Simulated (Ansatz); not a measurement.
`N#[C][Sn]([F])([F])[C]#N` + H₂ → `N#[C][SnH]([F])[F]` + `C#N` at 500 K and 1 bar (hydrogenolysis of the Sn–C bond).

Gas-phase electronic energies from Ansatz, PBE0-D4/def2-TZVP geometries. CBS: MP2 limit from def2 TZ/QZ plus the TZ coupled-cluster correction, frozen cores. This one scheme is used for every species. def2 core potentials past Kr. For Sn outer-core shells are correlated without core-valence functions, which leaves a few kJ/mol of doubt a bond.

```json
{"species": "`N#[C][Sn]([F])([F])[C]#N`", "CCSD(T)/CBS energy (Eh)": "-599.13719", "H − E (kJ/mol)": "103.4", "S (J/(mol·K))": "460.3"}
{"species": "H₂", "CCSD(T)/CBS energy (Eh)": "-1.17544", "H − E (kJ/mol)": "41.0", "S (J/(mol·K))": "145.5"}
{"species": "`N#[C][SnH]([F])[F]`", "CCSD(T)/CBS energy (Eh)": "-507.00240", "H − E (kJ/mol)": "89.7", "S (J/(mol·K))": "401.7"}
{"species": "`C#N`", "CCSD(T)/CBS energy (Eh)": "-93.32098", "H − E (kJ/mol)": "60.1", "S (J/(mol·K))": "220.8"}
```

H − E and S are ideal-gas, rigid-rotor, harmonic terms from PBE0-D4/def2-TZVP. The MP2-based limit puts H₂ 0.8 mEh under its directly extrapolated value; such offsets cancel only in part. 1 Eh = 2625.50 kJ/mol, R = 8.31446 J/(mol·K).

Task: By hand: ΔE, ΔH, ΔS and ΔG.

Result: ΔE = (-507.00240) + (-93.32098) − (-599.13719) − (-1.17544) = -0.01075 Eh = -28.2 kJ/mol. Δ(H − E) = 89.7 + 60.1 − 103.4 − 41.0 = 5.4, so ΔH = -22.8 kJ/mol. ΔS = 401.7 + 220.8 − 460.3 − 145.5 = 16.7 J/(mol·K). ΔG = -22.8 − 500 × (16.7)/1000 = -31.1 kJ/mol.

Task: By hand: the equilibrium constant, and the temperature at which ΔG would vanish if ΔH and ΔS stayed fixed.

Result: log₁₀ K = −ΔG/(RT ln 10) = 3.2. ΔH and −TΔS have one sign here, so there is no such temperature.

TΔS isn't small against ΔH here. A doubt of 5 kJ/mol in ΔE shifts log₁₀ K by 0.5 here. These are equilibria of isolated gas molecules and say nothing of rates. Largest T1 diagnostic: 0.015 (customary marks: 0.02 for closed shells, 0.045 for open ones).
